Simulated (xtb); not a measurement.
O4W (SMILES [O]=[W-2](=[O])(=[O])=[O]), charge -2, singlet, at a GFN2-xTB geometry (such geometries of metal compounds can be far from the true shape); xtb with GFN2-xTB.

Input for xtb:
```
$ xtb mol.xyz --gfn 2 --chrg -2 --uhf 0 --json

# file mol.xyz
5

W      0.00000000    -0.00000000    -0.00000000
O      1.22151270     0.75059407    -1.05310996
O      0.81207991    -0.92511978     1.28421374
O     -1.02182507    -1.09275821    -0.96243355
O     -1.01176754     1.26728392     0.73132977
```

### Question
Write the output that xtb gives for this input, abridged.

### Answer

```
   ID    Z sym.   atoms
    1   74 W      1
    2    8 O      2-5

           -------------------------------------------------
          |                Calculation Setup                |
           -------------------------------------------------

           -------------------------------------------------
          |                 G F N 2 - x T B                 |
           -------------------------------------------------

          ...................................................
          :                      SETUP                      :
          :.................................................:
          :  # basis functions                  26          :
          :  # atomic orbitals                  25          :
          :  # shells                           11          :
          :  # electrons                        32          :
          :  max. iterations                   250          :
          :  Hamiltonian                  GFN2-xTB          :
          :  restarted?                      false          :
          :  GBSA solvation                  false          :
          :  PC potential                    false          :
          :  electronic temp.          300.0000000     K    :
          :  accuracy                    1.0000000          :
          :  -> integral cutoff          0.2500000E+02      :
          :  -> integral neglect         0.1000000E-07      :
          :  -> SCF convergence          0.1000000E-05 Eh   :
          :  -> wf. convergence          0.1000000E-03 e    :
          :  Broyden damping             0.4000000          :
          :  net charge                         -2          :
          :  unpaired electrons                  0          :
          ...................................................

 iter      E             dE          RMSdq      gap      omega  full diag
   1     -7.9393700 -0.793937E+01  0.293E+01    2.38       0.0  T
   2    -11.5694812 -0.363011E+01  0.317E+01   22.98       1.0  T
   3    -15.6822841 -0.411280E+01  0.208E+01   10.57       1.0  T
   4    -19.0132312 -0.333095E+01  0.332E+00    4.63       1.0  T
   5    -15.6284886  0.338474E+01  0.189E+01   10.95       1.0  T
   6    -19.0330592 -0.340457E+01  0.317E+00    5.64       1.0  T
   7    -18.8257795  0.207280E+00  0.564E+00    6.18       1.0  T
   8    -18.6803181  0.145461E+00  0.646E+00    6.55       1.0  T
   9    -16.0349619  0.264536E+01  0.172E+01    3.49       1.0  T
  10    -11.3042034  0.473076E+01  0.271E+01    2.84       1.0  T
  11    -10.6971190  0.607084E+00  0.281E+01    2.78       1.0  T
  12    -14.4770814 -0.377996E+01  0.208E+01    3.21       1.0  T
  13    -19.0915382 -0.461446E+01  0.832E-01    5.23       1.0  T
  14    -18.8136823  0.277856E+00  0.526E+00    6.40       1.0  T
  15    -18.8697912 -0.561090E-01  0.473E+00    6.28       1.0  T
  16    -18.9724442 -0.102653E+00  0.354E+00    6.03       1.0  T
  17    -19.0645583 -0.921141E-01  0.188E+00    5.72       1.0  T
  18    -19.0906330 -0.260747E-01  0.913E-01    5.27       1.0  T
  19    -19.0907787 -0.145743E-03  0.900E-01    5.28       1.0  T
  20    -19.0994342 -0.865545E-02  0.833E-02    5.44       1.0  T
  21    -19.0991788  0.255393E-03  0.172E-01    5.46       1.0  T
  22    -19.0994783 -0.299494E-03  0.343E-02    5.42       1.3  T
  23    -19.0994790 -0.675368E-06  0.322E-02    5.42       1.4  T
  24    -19.0994871 -0.812817E-05  0.160E-02    5.42       2.8  T
  25    -19.0994889 -0.181880E-05  0.843E-03    5.43       5.3  T
  26    -19.0994894 -0.529680E-06  0.430E-03    5.43      10.4  T
  27    -19.0994896 -0.162285E-06  0.207E-03    5.43      21.7  T
  28    -19.0994897 -0.436209E-07  0.593E-04    5.43      75.4  T
  29    -19.0994897 -0.341520E-08  0.704E-05    5.43     634.8  T

   *** convergence criteria satisfied after 29 iterations ***

         :::::::::::::::::::::::::::::::::::::::::::::::::::::
         ::                     SUMMARY                     ::
[...]
         :: total energy             -19.058839824347 Eh    ::
[...]
      -------------------------------------------------------------
         1        2.0000           -0.3055986              -8.3158
       ...           ...                  ...                  ...
         4        2.0000           -0.2658091              -7.2330
         5        2.0000           -0.0368184              -1.0019
         6        2.0000           -0.0320493              -0.8721
         7        2.0000           -0.0320493              -0.8721
         8        2.0000           -0.0320493              -0.8721
         9        2.0000           -0.0152777              -0.4157
        10        2.0000           -0.0152777              -0.4157
        11        2.0000            0.0086682               0.2359
        12        2.0000            0.0086682               0.2359
        13        2.0000            0.0086682               0.2359
        14        2.0000            0.0173658               0.4725
        15        2.0000            0.0173658               0.4725
        16        2.0000            0.0173658               0.4725 (HOMO)
        17                          0.2168051               5.8996 (LUMO)
        18                          0.2168051               5.8996
        19                          0.2847841               7.7494
        20                          0.2847841               7.7494
        21                          0.2847841               7.7494
        22                          0.5227403              14.2245
        23                          0.7865728              21.4037
        24                          0.7865728              21.4037
        25                          0.7865728              21.4037
      -------------------------------------------------------------
                  HL-Gap            0.1994392 Eh            5.4270 eV
             Fermi-level            0.1170855 Eh            3.1861 eV

     #   Z          covCN         q      C6AA      α(0)
     1  74 W        3.317     1.044   394.423    43.802
     2   8 O        0.829    -0.761    30.451     7.398
     3   8 O        0.829    -0.761    30.451     7.398
     4   8 O        0.829    -0.761    30.451     7.398
     5   8 O        0.829    -0.761    30.451     7.398

 Mol. C6AA /au·bohr⁶  :       1697.856288
 Mol. C8AA /au·bohr⁸  :     119902.066166
 Mol. α(0) /au        :         73.393017

Wiberg/Mayer (AO) data.
largest (>0.10) Wiberg bond orders for each atom

 ---------------------------------------------------------------------------
     #   Z sym  total        # sym  WBO       # sym  WBO       # sym  WBO
 ---------------------------------------------------------------------------
     1  74 W    6.996 --     2 O    1.749     5 O    1.749     4 O    1.749
                             3 O    1.749
     2   8 O    2.031 --     1 W    1.749
     3   8 O    2.031 --     1 W    1.749
     4   8 O    2.031 --     1 W    1.749
     5   8 O    2.031 --     1 W    1.749
 ---------------------------------------------------------------------------

Topologies differ in total number of bonds
Writing topology from bond orders to xtbtopo.mol

molecular dipole:
                 x           y           z       tot (Debye)
 q only:       -0.000      -0.000       0.000
   full:        0.000       0.000      -0.000       0.000
molecular quadrupole (traceless):
                xx          xy          yy          xz          yz          zz
 q only:        0.000      -0.000      -0.000       0.000       0.000       0.000
  q+dip:        0.000      -0.000      -0.000       0.000       0.000       0.000
   full:        0.000      -0.000      -0.000       0.000       0.000       0.000

           -------------------------------------------------
          | TOTAL ENERGY              -19.058839824347 Eh   |
          | GRADIENT NORM               0.000000243996 Eh/α |
          | HOMO-LUMO GAP               5.427017574470 eV   |
           -------------------------------------------------

normal termination of xtb
```
